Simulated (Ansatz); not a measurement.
Basis-set extrapolation for `CC(C)(C)C(C#N)C#N` (PBE0-D4/def2-TZVP geometry, frozen core, Ansatz). Multiplicity 1, RHF reference.

```tsv
	def2-TZVPP	def2-QZVPP
HF	-379.922040	-379.937979
MP2 correlation	-1.542339	-1.639529
CCSD(T) correlation	-1.661239	not run
```

Energies in hartree. Use E(X) = E(∞) + A·exp(−7.88·√X) for Hartree–Fock and E(X) = E(∞) + B·X^(−2.97) for correlation, with X = 3 and 4, and add CCSD(T) minus MP2 of the smaller set to the MP2 limit.

Q: What is the CCSD(T) energy at the basis-set limit?

A: HF limit: -379.937979 + (-0.015939) × 0.13774 = -379.94017. MP2 limit: -1.639529 + (-0.097190) × 0.74074 = -1.71152. Higher-order term: -1.661239 − (-1.542339) = -0.11890. Total: -381.77059 hartree, 5.10 eV below CCSD(T)/def2-TZVPP.
